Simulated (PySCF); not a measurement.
**Electric field gradients and quadrupole coupling constants**

C6H10OSi.
Geometry (GFN2-xTB, Å), atoms numbered from 1 in this order:
```
atom  x, y, z in Å
C1    -2.9731    0.6939    0.0378
C2    -1.8184    0.4251   -0.5485
C3    -1.3167   -0.9418   -0.8415
Si4   -0.0083   -1.4594    0.4642
O5    -0.6304   -1.3499    1.9650
C6     1.4407   -0.3350    0.2198
C7     2.3729    0.4028    0.0225
C8     3.4937    1.2861   -0.2091
H9    -3.2854    1.7011    0.2571
H10   -3.6662   -0.0882    0.3053
H11   -1.1421    1.2310   -0.8055
H12   -2.1420   -1.6540   -0.8294
H13   -0.8671   -0.9669   -1.8330
H14    0.3634   -2.8659    0.3745
H15   -1.1782   -0.6115    2.2188
H16    3.9991    1.5042    0.7313
H17    4.2012    0.8140   -0.8904
H18    3.1482    2.2209   -0.6504
```

Field gradients from the PBE0/pcSseg-1 density (PySCF, non-relativistic), principal values in atomic units, ordered |Vxx| ≤ |Vyy| ≤ |Vzz|:

```tsv
atom	Vxx	Vyy	Vzz
O5	-0.3789	-1.1052	1.4841
```

Problem. Find the asymmetry η = (Vxx − Vyy)/Vzz and the couplings χ = eQV/h (234.96 MHz × Q in barn × V in au), with Q(17O) = −0.0256 b.

Solution. 
| atom | environment | nucleus | η | χzz (MHz) | χxx (MHz) | χyy (MHz) |
| --- | --- | --- | --- | --- | --- | --- |
| O5 | silanol oxygen | 17O | 0.49 | -8.93 | 2.28 | 6.65 |

The tensor is traceless: Vxx + Vyy + Vzz = 0.

Problem. What is Vzz at O5 in SI units (1 au = 9.71736 × 10²¹ V/m²)?

Solution. 1.4841 au = 14.421 × 10²¹ V/m².

Problem. And the gradient at the other heavy atoms, for which no coupling is worked out here?

Solution. 
```tsv
atom	environment	Vzz (au)	η
C1	terminal =CH2 carbon	0.257	0.49
C2	alkene CH carbon	0.354	0.51
C3	sp3 carbon bound to silicon	0.067	0.97
Si4	oxygen-bound silicon	-0.337	0.67
C6	alkyne carbon	-0.314	0.02
C7	alkyne carbon	-0.353	0.10
C8	propargylic carbon	0.125	0.02
```

Problem. What couplings would deuterons (Q(2H) = 0.00286 b) have in place of the hydrogens, at this geometry?

Solution. 
```csv
atom,bonded to,bond length (Å),Vzz (au),η,χzz (kHz)
H9,C1,1.077,0.3391,0.06,228
H10,C1,1.079,0.3349,0.06,225
H11,C2,1.083,0.3216,0.05,216
H12,C3,1.090,0.3131,0.04,210
H13,C3,1.089,0.3164,0.04,213
H14,Si4,1.458,0.1637,0.01,110
H15,O5,0.954,0.5087,0.06,342
H16,C8,1.090,0.3082,0.02,207
H17,C8,1.090,0.3081,0.02,207
H18,C8,1.090,0.3079,0.02,207
```

One conformer (not necessarily the lowest) at the GFN2-xTB geometry, without solvent, vibrations or thermal averaging. GFN2-xTB frequencies show an imaginary mode (31i cm⁻¹), so this geometry is no minimum at that level. GFN2-xTB bond lengths can be off by several hundredths of an ångström, more for odd bonds, and the gradients follow them. The basis is small and wasn't made for field gradients, so the couplings can be 20 % off.
